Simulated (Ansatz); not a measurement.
Reactions of `OC([SiH3])N[SiH3]`.

Computed with Ansatz on PBE0-D4/def2-TZVP structures; ΔE is electronic, products minus reactants. CCSD(T)/CBS is the MP2 limit (def2-TZVPP, def2-QZVPP) plus CCSD(T) − MP2 in def2-TZVPP, frozen cores. This one scheme is used for every species. For Br, Ga outer-core shells are correlated without core-valence functions, which leaves a few kJ/mol of doubt a bond. Scalar relativity is left out up to krypton. Each species was taken in one conformer, which may not be the lowest.

Order these by ΔE at CCSD(T)/CBS, lowest first. (Best estimate.)
A. `OC([SiH3])N[SiH3]` + `[NH2][GaH][SiH3]` → `[SiH3][NH][GaH][SiH3]` + `OCN[SiH3]`
B. `OC([SiH3])N[SiH3]` + H₂S → `OC([SiH3])S` + `N[SiH3]`
C. `OC([SiH3])N[SiH3]` + `C#CNC` → `C#CN[SiH3]` + `CC(O)N[SiH3]`
D. `OC([SiH3])N[SiH3]` + `O[SiH3]` → `OC([SiH3])O[SiH3]` + `N[SiH3]`
E. `OC([SiH3])N[SiH3]` + `Br[SiH]1BC1` → `[SiH3][C@H]1B[Si@@H]1Br` + `OCN[SiH3]`
F. `OC([SiH3])N[SiH3]` + `CB(O)F` → `CB(F)O[SiH3]` + `OCN[SiH3]`
G. `OC([SiH3])N[SiH3]` + `C[SiH](F)[SiH3]` → `F[SiH]([SiH3])C[SiH3]` + `OCN[SiH3]`

C (-29.1 kcal/mol), F (-25.8 kcal/mol), A (-18.6 kcal/mol), E (-11.5 kcal/mol), G (-6.7 kcal/mol), B (+0.4 kcal/mol), D (+2.6 kcal/mol).

Largest T1 diagnostic: 0.015, for `[NH2][GaH][SiH3]`.
